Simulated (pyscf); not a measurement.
Optimised with ωB97X-D3(BJ)/def2-SVP in PySCF.

Problem. H₃C–Hf(Cl)(Cl)–Cl → Cl–CH₂–HfH(Cl)–Cl
Surface: singlet. Broken: C–H, Cl–Hf. Formed: C–Cl, H–Hf. Give ΔE‡ and ΔE from ωB97X-D3(BJ)/def2-TZVP, relative to the reactant's lowest minimum found.

Solution. ΔE‡ = 3.29 eV, ΔE = +2.66 eV. ωB97M-D3(BJ)/def2-TZVP gives 3.26 eV and +2.64 eV. Zero-point energy shifts the barrier by -0.13 eV. It is a concerted two-bond exchange, with an imaginary mode of 588i cm⁻¹. What is counted as broken (Cl–Hf) persists as a longer contact in the product adduct; parting that adduct is a step of its own. Cl–CH₂–HfH(Cl)–Cl is closed by a dative Cl–Hf contact. One saddle was located; it need not be the lowest between these sides. Elements past Kr carry the def2 core potentials, without spin-orbit coupling.
